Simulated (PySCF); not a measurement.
**BrF₃, singlet: computed properties**

All numbers come from PBE0 in PySCF with Br def2-TZVP, F def2-TZVP; no relativity; density-fitted integrals.

The structure is a higher-order saddle point with 2 imaginary modes (one degenerate set).

| Quantity | Value |
| --- | --- |
| Point group | D3h |
| Bond lengths | Br–F 1.827 Å (×3) |
| Bond angles | F–Br–F 120.0° (×3) |
| Lowest empty level | -3.76 eV |
| Dipole moment | 0.00 D |
| Highest occupied level | -9.61 eV |
| Rotational constants | 0.1773, 0.1773, 0.08865 cm⁻¹ |
| Principal polarisabilities | 15.9, 37.1, 37.1 bohr³ |
| Zero-point energy (real modes) | 12.1 kJ/mol |
| Atomisation energy without zero-point energy | 545 kJ/mol |
| Principal quadrupole moments (Buckingham, traceless) about the centre of mass | -2.21, -2.21, 4.42 D Å |

Harmonic modes (masses in u: Br 78.918, F 18.998):
```csv
symmetry,ω (cm⁻¹),"IR (km/mol, summed over degenerate members)",μ (u)
e',90i,–,20.84
a2'',328,24.2,27.87
e',556,445,24.67
a1',586,0.0,19.00
```

In D3h the vibrations span 2e' + a2'' + a1'. The a1' mode carries no infrared intensity, as symmetry demands.

Charges (e):
```json
{"atom": "Br1", "Mulliken": "0.91", "Löwdin": "0.86", "polar tensor": "1.81", "Mayer order to Br1": "–"}
{"atom": "F2,3,4", "Mulliken": "-0.30", "Löwdin": "-0.29", "polar tensor": "-0.60", "Mayer order to Br1": "0.85"}
```

Mulliken populations on Br1: s 8.07, p 15.57, d 10.39, f 0.06.

This need not be the most stable arrangement of these atoms. At this level a singlet minimum of C2v symmetry lies 74 kJ/mol below this structure.

The final relaxation and frequency run took of the order of 70 core-seconds on a shared host.
